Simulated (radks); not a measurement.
Results of a calculation; reference values are marked as such.
Neutral manganese, 25 electrons, occupied as [Ar] 3d5 4s2 (the NIST ground configuration). Code: a radial shooting solver on a logarithmic mesh with Libxc functionals. Model: Dirac Kohn-Sham, PBE, spin-unpolarised, spherical densities, finite nucleus; open shells fill j = l - 1/2 first; Fermi nuclear charge, rms radius 3.7057 fm.

Normalised radial functions P(r) = r R(r) (large component), r in bohr:

| r | 3p3/2 |
|---|---|
| 0.004085 | 0.0028 |
| 0.006293 | 0.0065 |
| 0.009615 | 0.0145 |
| 0.01481 | 0.0322 |
| 0.02263 | 0.0679 |
| 0.03486 | 0.1380 |
| 0.05327 | 0.2559 |
| 0.0814 | 0.4205 |
| 0.1254 | 0.5703 |
| 0.1916 | 0.5292 |
| 0.2951 | 0.0951 |
| 0.451 | -0.6299 |
| 0.6946 | -1.1177 |
| 1.061 | -0.9212 |
| 1.635 | -0.3957 |
| 2.498 | -0.0839 |
| 3.848 | -0.0064 |
| 5.88 | -0.0001 |
| 9.058 | 0.0000 |
| 13.84 | 0.0000 |

3p3/2: eigenvalue -54.120 eV, 1 radial node at r = 0.314 bohr, <r> = 0.907 bohr, 90 % of the charge inside 1.40 bohr.
